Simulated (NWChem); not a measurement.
System: C$_{5}$H$_{3}$NS; SMILES n1cscc1C#C

NWChem input:

```
start job
memory heap 200 mb stack 900 mb global 1100 mb
geometry units angstroms noautoz
  C      0.209171    -3.265234     0.000000
  C      0.085062    -2.059281     0.000000
  C     -0.038883    -0.637591     0.000000
  C      1.031264     0.233036     0.000000
  S      0.469073     1.847103     0.000000
  C     -1.157709     1.249987     0.000000
  N     -1.274482    -0.037152     0.000000
  H      0.309526    -4.335042     0.000000
  H      2.091069    -0.013470     0.000000
  H     -2.002690     1.942638     0.000000
end
basis spherical
  * library def2-tzvp
end
dft
  xc b3lyp
  iterations 150
  semidirect filesize 400000000
  mulliken
end
task dft energy
```

Excerpt of the output:

```
             Northwest Computational Chemistry Package (NWChem) 7.3.0
             --------------------------------------------------------

 CS  symmetry detected

                             Geometry "geometry" -> ""
                             -------------------------

 Output coordinates in angstroms (scale by  1.889725989 to convert to a.u.)

  No.       Tag          Charge          X              Y              Z
 ---- ---------------- ---------- -------------- -------------- --------------
    1 C                    6.0000     0.19643057    -3.26654401     0.00000000
    2 C                    6.0000     0.07864215    -2.05995727     0.00000000
    3 C                    6.0000    -0.03785187    -0.63763735     0.00000000
    4 C                    6.0000     1.03684229     0.22737042     0.00000000
    5 S                   16.0000     0.48311629     1.84436099     0.00000000
    6 C                    6.0000    -1.14677211     1.25577709     0.00000000
    7 N                    7.0000    -1.27028777    -0.03073238     0.00000000
    8 H                    1.0000     0.29117869    -4.33686316     0.00000000
    9 H                    1.0000     2.09534112    -0.02468530     0.00000000
   10 H                    1.0000    -1.98811220     1.95284606     0.00000000

 Effective nuclear repulsion energy (a.u.)     304.3287253716

      Symmetry information
      --------------------

 Group name             Cs
 Group number              2
 Group order               2
 No. of unique centers    10

                                 NWChem DFT Module
                                 -----------------

 Summary of "ao basis" -> "ao basis" (spherical)
 ------------------------------------------------------------------------------
       Tag                 Description            Shells   Functions and Types
 ---------------- ------------------------------  ------  ---------------------
 C                         def2-tzvp                11       31   5s3p2d1f
 S                         def2-tzvp                13       37   5s5p2d1f
 N                         def2-tzvp                11       31   5s3p2d1f
 H                         def2-tzvp                 4        6   3s1p

      Symmetry analysis of basis
      --------------------------

        a'        166
        a"         75

            General Information
            -------------------
          SCF calculation type: DFT
          Wavefunction type:  closed shell.
          No. of atoms     :    10
          No. of electrons :    56
           Alpha electrons :    28
            Beta electrons :    28
          Charge           :     0
          Spin multiplicity:     1
          Use of symmetry is: on ; symmetry adaption is: on
          Maximum number of iterations: 150
          AO basis - number of functions:   241
                     number of shells:    91
          Convergence on energy requested:  1.00D-06
          Convergence on density requested:  1.00D-05
          Convergence on gradient requested:  5.00D-04

              XC Information
              --------------
                         B3LYP Method XC Potential
                     Hartree-Fock (Exact) Exchange  0.200
                        Slater Exchange Functional  0.800 local
                    Becke 1988 Exchange Functional  0.720 non-local
              Lee-Yang-Parr Correlation Functional  0.810
                  VWN I RPA Correlation Functional  0.190 local

             Grid Information
             ----------------
          Grid used for XC integration:  medium
          Radial quadrature: Mura-Knowles
          Angular quadrature: Lebedev.
          Tag              B.-S. Rad. Rad. Pts. Rad. Cut. Ang. Pts.
          ---              ---------- --------- --------- ---------
          C                   0.70       49          14.0       434
          S                   1.00       88          14.0       590
          N                   0.65       49          12.0       434
          H                   0.35       45          15.0       434
          Grid pruning is: on
          Number of quadrature shells:   517
          Spatial weights used:  Erf1

      Superposition of Atomic Density Guess
      -------------------------------------

 Sum of atomic energies:        -641.64712175

      Non-variational initial energy
      ------------------------------

 Total energy =    -645.765915
 1-e energy   =   -1481.658769
 2-e energy   =     531.564129
 HOMO         =      -0.244890
 LUMO         =      -0.017128

      Symmetry analysis of molecular orbitals - initial
      -------------------------------------------------

  Numbering of irreducible representations:

     1 a'          2 a"

  Orbital symmetries:

     1 a'          2 a'          3 a'          4 a'          5 a'
     6 a'          7 a'          8 a'          9 a'         10 a'
    11 a"         12 a'         13 a'         14 a'         15 a'
    16 a'         17 a'         18 a'         19 a'         20 a"
    21 a'         22 a'         23 a'         24 a"         25 a'
    26 a"         27 a'         28 a"         29 a"         30 a"
    31 a'         32 a'         33 a'         34 a'         35 a"
    36 a'         37 a'         38 a'

------------------------------------------------------------
EAF file 0: "./job.aoints.0" size=869269504 bytes
------------------------------------------------------------
               write      read    awrite     aread      wait
               -----      ----    ------     -----      ----
     calls:     1658         0         0         0         0
   data(b): 8.69e+08  0.00e+00  0.00e+00  0.00e+00
   time(s): 0.00e+00  0.00e+00  0.00e+00  0.00e+00  0.00e+00
rate(mb/s): 0.00e+00  0.00e+00
------------------------------------------------------------

     ---------------------------------------------
      Total Density - Mulliken Population Analysis
     ---------------------------------------------

    Atom       Charge   Shell Charges
 -----------   ------   -------------------------------------------------------
    1 C    6     6.29   0.86  1.12  0.60  0.48  0.07  1.21  1.47  0.45  0.01  0.00  0.01
    2 C    6     6.07   0.86  1.12  0.60  0.45  0.16  1.20  1.25  0.32  0.02  0.08  0.01
    3 C    6     5.82   0.86  1.12  0.54  0.56  0.13  1.13  1.15  0.16  0.03  0.13  0.01
    4 C    6     6.21   0.86  1.12  0.56  0.63  0.11  1.14  1.30  0.40  0.02  0.07  0.01
    5 S   16    15.81   2.01  0.49  1.48  1.06  0.72  4.17  1.69  0.86  2.21  0.98  0.04  0.09  0.01
    6 C    6     5.85   0.86  1.12  0.55  0.62  0.09  1.05  1.13  0.32  0.02  0.08  0.01
    7 N    7     7.57   0.82  1.15  0.59  0.87  0.20  1.51  1.74  0.60  0.01  0.05  0.00
    8 H    1     0.74   0.21  0.42  0.09  0.02
    9 H    1     0.82   0.23  0.44  0.12  0.02
   10 H    1     0.83   0.24  0.45  0.12  0.02

   convergence    iter        energy       DeltaE   RMS-Dens  Diis-err
 ---------------- ----- ----------------- --------- --------- ---------
 d= 0,ls=0.0,diis     1   -645.2064209060 -9.50D+02  8.83D-03  1.42D+00
 d= 0,ls=0.0,diis     2   -645.1810566204  2.54D-02  4.29D-03  1.17D+00
 d= 0,ls=0.0,diis     3   -645.2583867094 -7.73D-02  1.95D-03  5.49D-01
 d= 0,ls=0.0,diis     4   -645.3162124048 -5.78D-02  7.05D-04  3.22D-02
 d= 0,ls=0.0,diis     5   -645.3192809570 -3.07D-03  2.53D-04  7.50D-03
  Resetting Diis
 d= 0,ls=0.0,diis     6   -645.3201654852 -8.85D-04  7.21D-05  1.19D-03
 d= 0,ls=0.0,diis     7   -645.3202958575 -1.30D-04  7.75D-05  7.87D-05
 d= 0,ls=0.0,diis     8   -645.3202550070  4.09D-05  4.59D-05  3.91D-04
 d= 0,ls=0.0,diis     9   -645.3203061153 -5.11D-05  7.23D-06  4.52D-06
 d= 0,ls=0.0,diis    10   -645.3203066128 -4.98D-07  2.45D-06  5.14D-07

         Total DFT energy =     -645.320306612832
      One electron energy =    -1486.171428265724
           Coulomb energy =      597.343098785468
    Exchange-Corr. energy =      -60.820702504224
 Nuclear repulsion energy =      304.328725371648

 Numeric. integr. density =       56.000002924954

                  Occupations of the irreducible representations
                  ----------------------------------------------

                     irrep           alpha         beta
                     --------     --------     --------
                     a'               23.0         23.0
                     a"                5.0          5.0

                       DFT Final Molecular Orbital Analysis
                       ------------------------------------

 Vector   26  Occ=2.000000D+00  E=-2.942314D-01  Symmetry=a'
              MO Center= -9.6D-01,  6.7D-02, -5.3D-15, r^2= 3.0D+00
   Bfn.  Coefficient  Atom+Function         Bfn.  Coefficient  Atom+Function
  ----- ------------  ---------------      ----- ------------  ---------------
   198      0.303401   7 N  px               36     -0.248600   2 C  s
   201      0.237855   7 N  px              196     -0.226261   7 N  s
   204      0.198383   7 N  px              139      0.194876   5 S  px
   199      0.184665   7 N  py              202      0.143210   7 N  py
   140      0.133907   5 S  py               75     -0.132799   3 C  py

 Vector   27  Occ=2.000000D+00  E=-2.927683D-01  Symmetry=a'
              MO Center=  5.0D-02, -2.3D+00, -7.3D-16, r^2= 2.5D+00
   Bfn.  Coefficient  Atom+Function         Bfn.  Coefficient  Atom+Function
  ----- ------------  ---------------      ----- ------------  ---------------
     6      0.295259   1 C  px               37      0.287341   2 C  px
    40      0.241482   2 C  px                9      0.229577   1 C  px
    12      0.153464   1 C  px              198      0.121267   7 N  px
    43      0.103877   2 C  px              201      0.094370   7 N  px
   204      0.076522   7 N  px               98     -0.068259   4 C  s

[...]
```

Level: B3LYP/def2-TZVP. All runs use the structure optimised with PBE0/def2-SVP.
